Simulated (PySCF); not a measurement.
FH3SiZn, SMILES [SiH3][Zn][F].

Geometry optimised at B3LYP-D3(BJ)/def2-TZVP.

Level of theory: TDA-B3LYP/def2-SVPD in PySCF 2.14.0.

Vertical excitations; the highest root listed may be one member of a degenerate set. The molecule is in vacuum. State labels are in the subgroup Cs.

### Question
Give excitation energies, oscillator strengths and character. (An estimate is asked for; the answer gives what the named calculation found.)

### Answer

```tsv
state	symmetry	energy (eV)	λ (nm)	f	main pairs
S1	A"	6.49	191	0.103	HOMO→LUMO+1 (degenerate set)
S2	A'	6.49	191	0.103	HOMO→LUMO (degenerate set)
S3	A'	6.76	183	0.439	HOMO→LUMO+2 86 %
S4	A'	7.28	170	0.019	HOMO−1→LUMO+2 (degenerate set)
S5	A"	7.28	170	0.019	HOMO−2→LUMO+2 (degenerate set)
S6	A"	7.28	170	0.000	HOMO−2→LUMO, HOMO−1→LUMO+1 (degenerate set)
S7	A'	7.33	169	0.000	HOMO−1→LUMO, HOMO−2→LUMO+1 (degenerate set)
S8	A"	7.33	169	0.000	HOMO−2→LUMO, HOMO−1→LUMO+1 (degenerate set)
S9	A'	7.74	160	0.075	HOMO−2→LUMO+1 27 %, HOMO−1→LUMO 27 %, HOMO→LUMO+3 25 %, HOMO−5→LUMO+2 16 %
S10	A"	7.76	160	0.000	HOMO−3→LUMO+1 49 %, HOMO−4→LUMO 49 %
T1	A"	5.44	228	0	HOMO→LUMO+1 (degenerate set)
T2	A'	5.44	228	0	HOMO→LUMO (degenerate set)
T3	A'	5.58	222	0	HOMO→LUMO+2 98 %
T4	A'	6.97	178	0	HOMO−1→LUMO+2 95 %
```
Triplets are in the Tamm–Dancoff approximation.
